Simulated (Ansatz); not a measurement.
BBrH2O2 (`OB(O)Br`), relaxed with RKS PBE-D4/def2-SVP in Ansatz 0.2.0 from a rough embedded geometry. The force threshold is 0.03 eV/Å; the program also tests the step.

The species carries charge 0 and has multiplicity 1.

Start:

```xyz
6

O    -0.315    0.647    1.125
B    -0.108   -0.179   -0.027
O     0.882    0.221   -0.980
Br   -1.138   -1.769   -0.356
H    -1.060    1.275    0.905
H     1.740   -0.197   -0.667
```

| step | energy (eV) | largest force (eV/Å) | largest move (Å) |
| --- | --- | --- | --- |
| 1 | -74824.2940 | 2.346 | 0.000 |
| 2 | -74824.4489 | 1.283 | 0.064 |
| 3 | -74824.6121 | 1.890 | 0.199 |
| 4 | -74824.8931 | 0.646 | 0.149 |
| 5 | -74825.1687 | 0.864 | 0.199 |
| 6 | -74825.3471 | 0.316 | 0.200 |
| 7 | -74825.3631 | 0.121 | 0.059 |
| 8 | -74825.3665 | 0.039 | 0.035 |
| 9 | -74825.3665 | 0.013 | 0.004 |

End:

```xyz
6

O    -0.208    0.860    0.744
B    -0.055   -0.191   -0.114
O     1.086   -0.365   -0.828
Br   -1.477   -1.502   -0.355
H    -1.075    0.856    1.186
H     1.730    0.343   -0.633
```

Hardware: 2 threads of a server CPU on a shared host. Wall time 4.3 s, peak host memory 0.14 GiB.
